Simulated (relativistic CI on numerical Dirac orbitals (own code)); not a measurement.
**Ligand-field terms of d2**

Computed with a parametric ligand-field model of a d^n configuration (Racah B and C, spin-orbit zeta, crystal field), exact diagonalisation.

Field parameters in Wybourne normalisation: Oh B⁴₀ = 21Dq, B⁴₄ = √(5/14) B⁴₀; Td as Oh with Dq negative (B⁴₀ = 21Dq, B⁴₄ = √(5/14) B⁴₀). The field is a parameter set, without covalency.

Question: Lowest levels for B = 340, C = 1440, ζ = 340 cm⁻¹, Oh, 10Dq = 35650 cm⁻¹?

Answer: E 0 (S 1.00), T2 4 (S 1.00), T1 392 (S 1.00), A1 563 (S 1.00), T2 5201 (S 0.00), E 5224 (S 0.01), A1 12239 (S 0.00), A2 34777 (S 1.00), T2 34858 (S 1.00) cm⁻¹, with S from ⟨S²⟩ = S(S + 1). The ground level has 0.00 electrons in the cubic e pair.

Question: Lowest levels for B = 480, C = 1990, ζ = 480 cm⁻¹, Oh, 10Dq = 20550 cm⁻¹?

Answer: E 0 (S 1.00), T2 16 (S 1.00), T1 618 (S 1.00), A1 893 (S 1.00), T2 7376 (S 0.01), E 7466 (S 0.01), A1 16487 (S 0.01), A2 19543 (S 1.00), T2 19673 (S 1.00) cm⁻¹, with S from ⟨S²⟩ = S(S + 1). The ground level has 0.02 electrons in the cubic e pair.

Question: Lowest levels for B = 310, C = 1150, ζ = 650 cm⁻¹, Oh, 10Dq = 9250 cm⁻¹?

Answer: E 0 (S 0.99), T2 67 (S 0.99), T1 959 (S 1.00), A1 1334 (S 0.99), T2 4797 (S 0.09), E 4976 (S 0.05), A2 8886 (S 1.00), T2 9127 (S 0.98), T1 9374 (S 1.00) cm⁻¹, with S from ⟨S²⟩ = S(S + 1). The ground level has 0.04 electrons in the cubic e pair.

Question: Lowest levels for B = 570, C = 2720, ζ = 220 cm⁻¹, Oh, 10Dq = 28450 cm⁻¹?

Answer: E 0 (S 1.00), T2 2 (S 1.00), T1 267 (S 1.00), A1 394 (S 1.00), T2 9202 (S 0.00), E 9275 (S 0.00), A1 20997 (S 0.00), A2 27113 (S 1.00), T2 27170 (S 1.00) cm⁻¹, with S from ⟨S²⟩ = S(S + 1). The ground level has 0.01 electrons in the cubic e pair.

Question: Lowest levels for B = 930, C = 3650, ζ = 280 cm⁻¹, Td, 10Dq = -10800 cm⁻¹?

Answer: T2 0 (S 1.00), A2 10678 (S 1.00), T2 10747 (S 1.00), E 10820 (S 0.99), T1 10877 (S 1.00), E 14310 (S 0.04), T2 17340 (S 1.00), E 17381 (S 0.99), T1 17635 (S 1.00) cm⁻¹, with S from ⟨S²⟩ = S(S + 1). The ground level has 2.00 electrons in the cubic e pair.
